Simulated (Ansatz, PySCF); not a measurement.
NO (SMILES [N]=O), doublet, geometry from GFN2-xTB. Base run: CASSCF(5,7)/cc-pVDZ (PySCF).

Here is a job for PySCF.
```python
from pyscf import gto, scf, mcscf
import numpy

mol = gto.Mole()
mol.atom = '''
    N    -0.00000000   -0.00000000   -0.61623737
    O     0.00000000    0.00000000    0.53920770
'''
mol.basis = 'cc-pvdz'
mol.spin = 1
mol.verbose = 3
mol.build()

mf = scf.ROHF(mol)
mf.kernel()
mc = mcscf.CASSCF(mf, 7, 5)
mc.fix_spin_(ss=0.75)
mc.kernel()
occ = numpy.linalg.eigvalsh(mc.fcisolver.make_rdm1(mc.ci, mc.ncas, mc.nelecas))[::-1]
ss = mc.fcisolver.spin_square(mc.ci, mc.ncas, mc.nelecas)[0]
print('natural occupations', occ.round(4), ' <S^2>', round(ss, 4))
```

Programs used: Ansatz (a first-principles code), PySCF; a row that names a program was run with it.

The base run was repeated with changes; each row names its change, and settings that it needs were set with it.

| change | ΔE vs base (kcal/mol) | natural occupations | <S^2> of the state | outcome |
|---|---|---|---|---|
| base | 0.000 | 1.98 1.93 1.00 0.07 0.02 0.00 0.00 | 0.75 | converged |
| active space = 5 electrons, 4 orbitals | - | - | - | not converged |
| solver = newton | 0.000 | 1.98 1.93 1.00 0.07 0.02 0.00 0.00 | 0.75 | converged |
| orbitals = fixed (CASCI); correction = SC-NEVPT2 | -148.7 | 1.99 1.93 1.00 0.07 0.00 0.00 0.00 | 0.75 | converged |
| code = ansatz; correction = SC-NEVPT2, all electrons | -138.8 | - | - | converged |
| active space = 7 electrons, 8 orbitals | -28.52 | 1.97 1.97 1.92 1.02 0.07 0.03 0.01 0.00 | 0.75 | converged |
| active space = 7 electrons, 7 orbitals | -24.13 | 1.97 1.97 1.93 1.02 0.07 0.03 0.01 | 0.75 | converged |
| orbitals = fixed (CASCI) | 34.24 | 1.99 1.93 1.00 0.07 0.00 0.00 0.00 | 0.75 | converged |
| conv_tol = 1e-5 | 0.001 | 1.98 1.93 1.00 0.07 0.02 0.00 0.00 | 0.75 | converged |
| fix_spin_ = off | 0.000 | 1.98 1.93 1.00 0.07 0.02 0.00 0.00 | 0.75 | converged |
| state_average = 2 states | 2.31 | - | - | converged |

Active orbitals are taken around the Fermi level unless the row says otherwise; CASSCF can end in different local minima, and two programs can end on different orbitals. State-averaged rows give the lowest state.

Open shells are given as the SCF converged; they aren't shown to be the lowest states, and a large step between rows can be another state.

Ansatz warned in this series: other orbitals give a lower active-space energy.
